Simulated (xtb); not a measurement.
The multiplicity is imposed and other spin states were not computed.

Species: [Cu(H2O)(OH)] (charge 0, multiplicity 1).

**Question.** Give a relaxed geometry from GFN2-xTB in xtb 6.7.1.

**Answer.** Several could match; the one computed here: the end point of this relaxation, one of several conformers.
Cartesian coordinates (Å) in one orientation:
```xyz
6

Cu    -0.142    -0.018     0.102
O     -1.360    -1.363     0.333
H     -0.912    -1.910     0.997
H     -1.305    -1.808    -0.528
O      1.075     1.150    -0.154
H      0.776     2.031     0.063
```
